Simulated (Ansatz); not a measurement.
Geometry optimisation, Ansatz 0.2.0, RKS PBE0-D4/def2-SVP.

Input file:

```yaml
crystal:
  periodic: [false, false, false]
  atoms:
    - { symbol: B, position_ang: [0.045407, 0.333517, 0.069413] }
    - { symbol: Cl, position_ang: [-0.06451, 0.618024, 1.868897] }
    - { symbol: H, position_ang: [1.0956, 0.446674, -0.493549] }
    - { symbol: F, position_ang: [-1.085816, 0.190218, -0.579078] }
    - { symbol: O, position_ang: [0.19449, -2.221695, 0.515789] }
    - { symbol: H, position_ang: [-0.684065, -2.48015, 0.206527] }
    - { symbol: H, position_ang: [0.035793, -1.916188, 1.437701] }
basis:
  gaussian: { orbitals: def2-SVP }
hamiltonian:
  xc: pbe0
  dispersion: d4
relax:
  f_tol: 0.03
  max_steps: 50
```

Run as:

```bash
$ ansatz run input.yaml --threads 1 --pin off --max-ram 2048MiB --backend cpu --events-out ev --progress --plain --runs-dir out
```

Task: Where does it end, and by what steps?

Result: The forces met the threshold. After 7 steps the energy has fallen by 0.396 eV; O5 moved furthest, 0.48 Å. Joined: B1–O5 (2.60 → 1.69 Å).

```tsv
step	energy less start (eV)	largest force component (eV/Å)	accepted
0	0.0000	1.042	yes
1	-0.0782	1.557	yes
2	-0.2246	1.462	yes
3	-0.3264	0.978	yes
4	-0.3816	0.314	yes
5	-0.3921	0.181	yes
6	-0.3956	0.054	yes
7	-0.3960	0.020	yes
```

```xyz
7
Properties=species:S:1:pos:R:3
B 0.052 -0.085 0.157
Cl -0.068 0.561 1.877
H 1.064 0.204 -0.431
F -1.117 -0.030 -0.536
O 0.167 -1.745 0.456
H -0.645 -2.122 0.078
H 0.084 -1.812 1.424
```

Whether the end is a true minimum wasn't checked by a vibrational analysis.

Time of the run: 20 s on 1 thread of AMD EPYC 7R43 64-Core Processor (Zen 3), on a shared host, peak memory 0.17 GiB.
